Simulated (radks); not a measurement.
The numbers below are computed, except where a source is named.
All-electron atom: Cd4+ in [Kr] 4d7 5s1 (not the ground configuration). Level of theory: Dirac Kohn-Sham, LDA (Slater exchange, Perdew-Wang correlation), spin-unpolarised, spherical densities, finite nucleus; open shells are shared between the two j in proportion to 2j + 1; Fermi nuclear charge, rms radius 4.6087 fm (a radial shooting solver on a logarithmic mesh with Libxc functionals).

Radial electron density D(r) = 4 pi r^2 rho(r):

```
   r/bohr * D(r) (the largest magnitude, 77.6, reaches the edge; | marks zero)
 0.002097 |  *
 0.002403 |   *
 0.002753 |    *
 0.003179 |      *
 0.003642 |       *
 0.004173 |         *
 0.004819 |            *
 0.005521 |              *
 0.006326 |                 *
 0.007306 |                     *
  0.00837 |                        *
 0.009589 |                            *
  0.01107 |                                *
  0.01269 |                                    *
  0.01454 |                                       *
  0.01679 |                                         *
  0.01923 |                                           *
  0.02204 |                                           *
  0.02545 |                                          *
  0.02916 |                                         *
   0.0334 |                                       *
  0.03858 |                                     *
   0.0442 |                                     *
  0.05063 |                                      *
  0.05848 |                                          *
    0.067 |                                               *
  0.07676 |                                                   *
  0.08864 |                                                      *
   0.1016 |                                                      *
   0.1164 |                                                  *
   0.1344 |                                             *
    0.154 |                                       *
   0.1764 |                                    *
   0.2037 |                                     *
   0.2334 |                                         *
   0.2674 |                                            *
   0.3088 |                                           *
   0.3538 |                                     *
   0.4053 |                            *
   0.4681 |                   *
   0.5363 |             *
   0.6144 |            *
   0.7096 |            *
   0.8129 |             *
   0.9314 |            *
    1.076 |          *
    1.232 |       *
    1.412 |    *
     1.63 |  *
    1.868 | *
     2.14 |*
    2.472 *
    2.832 *
    3.244 *
    3.747 *
    4.293 *
    4.918 *
     5.68 *
```

D(r) has 4 maxima, at r = 0.0215, 0.0938, 0.281, 0.813 bohr, and minima at 0.0425, 0.182, 0.624 bohr, inside which lie 2.05, 11.13, 29.09 electrons.
